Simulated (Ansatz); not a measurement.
Consider the formal exchange of groups at the Al–Br bond: `[CH3][Al]([SH])[Br]` + `CC(C)=CN` → `[CH3][Al]([NH2])[SH]` + `CC(C)=CBr`.

Gas-phase electronic energies from Ansatz, PBE0-D4/def2-TZVP geometries. CBS: MP2 limit from def2 TZ/QZ plus the TZ coupled-cluster correction, frozen cores. This one scheme is used for every species. DFT in def2-TZVPP. B3LYP here is the variant with VWN-RPA as its local correlation; programs differ in this. For Br outer-core shells are correlated without core-valence functions, which leaves a few kJ/mol of doubt a bond. Scalar relativity is left out up to krypton. Each species was taken in one conformer, which may not be the lowest.

| level | ΔE (kJ/mol) |
| --- | --- |
| PBE-D4 | 75.9 |
| ωB97X-V | 73.6 |
| ωB97M-V | 72.7 |
| PBE | 76.5 |
| PBE0 | 80.8 |
| B3LYP | 72.9 |
| HF/def2-TZVPP | 83.6 |
| MP2/def2-QZVPP | 67.2 |

**Question.** What does CCSD(T)/CBS give? (An estimate is asked.)

**Answer.** Computed: +69.0 kJ/mol. The listed levels differ from it by 6.9, 4.6, 3.7, 7.5, 11.8, 3.9, 14.6, -1.8 kJ/mol.

Largest T1 diagnostic among the species: 0.010.

In def2-TZVPP, CCSD(T) changes the Hartree–Fock value by −16.8 kJ/mol (the triples alone add −1.7 kJ/mol) and MP2 by −17.3 kJ/mol. From PBE to PBE0 (25 % exact exchange), in def2-TZVPP and without D4, ΔE moves by +4.3 kJ/mol.
